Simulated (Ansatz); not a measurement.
Harmonic frequencies (cm⁻¹) at PBE0-D4/def2-TZVP from Ansatz: 38, 65, 128, 132, 190, 256, 302, 345, 420, 451, 566, 656, 737, 748, 749, 875, 929, 1974, 1982, 2158, 3461.

Which molecule is it?
A. `C#C[Si](F)(F)[GaH2]`
B. `OB[SiH2][ZnH]`
C. `N[Si](O)(Cl)[SbH2]`
D. `[CH2]1[SiH2][GeH2]1`

A.
